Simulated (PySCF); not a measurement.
Tc (technetium, neutral) across methods

[Kr] 4d6 5s1, high-spin 6D determinant (an excited configuration). All numbers are calculated (PySCF 2.14, a scalar-relativistic core potential, in def2-QZVPPD with the def2 core potential (28 electrons) (7s5p4d4f2g, 88 functions)).

```tsv
method	E (hartree)	mean ε 4d α (eV)	mean ε 5s α (eV)	mean ε 4d β (eV)	Σ⟨r²⟩ (bohr²)	⟨S²⟩
PBE0	-80.6964	-6.741	-5.305	-4.074	50.19	8.752
r2SCAN0	-80.7040	-6.998	-5.558	-4.030	49.71	8.753
UHF	-80.08652	-10.566	-6.512	-6.820	50.76	8.755
CAM-B3LYP	-80.6514	-7.971	-6.201	-5.532	50.40	8.753
M06	-80.6605	-6.528	-4.969	-4.411	50.39	8.753
PBEsol	-80.5869	-5.334	-4.789	-2.836	50.42	8.751
PBE	-80.7197	-5.327	-4.732	-2.909	50.56	8.751
LDA	-80.5223	-5.461	-4.957	-2.962	50.58	8.752
r2SCAN	-80.7413	-5.636	-5.002	-2.814	49.83	8.753
```

Energies and moments cover only the electrons outside the core potential.
